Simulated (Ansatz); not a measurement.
`O[SiH2][SiH2]CCl` and `S[SiH2]CCl` differ in one atom or group.

Ansatz, PBE0-D4/def2-TZVP geometries, multiplicity 1. Each molecule was computed in one conformer, which needn't be the lowest.

| property | `O[SiH2][SiH2]CCl` |
| --- | --- |
| LUMO energy (PBE/def2-TZVPP) / eV | -1.51 |
| ideal-gas entropy at 298 K and 1 bar (rigid rotor, harmonic PBE0-D4/def2-TZVP) / J/(mol·K) | 397 |
| HOMO energy (B3LYP/def2-TZVPP) / eV | -7.57 |
| LUMO energy (ωB97M-V/def2-TZVPP) / eV | 0.98 |
| LUMO energy (B3LYP/def2-TZVPP) / eV | -0.88 |
| HOMO–LUMO gap (PBE0/def2-TZVPP) / eV | 7.09 |

**Question.** What does the change do to each property? (Best estimate.)

**Answer.** Ansatz gave: 
| property | `S[SiH2]CCl` | shift |
| --- | --- | --- |
| LUMO energy (PBE/def2-TZVPP) / eV | -1.01 | 0.50 |
| ideal-gas entropy at 298 K and 1 bar (rigid rotor, harmonic PBE0-D4/def2-TZVP) / J/(mol·K) | 343 | -54 |
| HOMO energy (B3LYP/def2-TZVPP) / eV | -7.37 | 0.20 |
| LUMO energy (ωB97M-V/def2-TZVPP) / eV | 1.67 | 0.69 |
| LUMO energy (B3LYP/def2-TZVPP) / eV | -0.33 | 0.55 |
| HOMO–LUMO gap (PBE0/def2-TZVPP) / eV | 7.54 | 0.45 |

With PBE0 the HOMO rises by 0.16 eV and the LUMO rises by 0.61 eV, so the gap widens by about 0.45 eV. PBE moves the HOMO by 0.13 eV and ωB97M-V by 0.07 eV. The zero-point energy changes by -56.6 kJ/mol with -9 modes. Modes under 60 cm⁻¹, often nearly free rotors, make the harmonic entropy too high.

B3LYP here is the variant with VWN-RPA as its local correlation; programs differ in this.
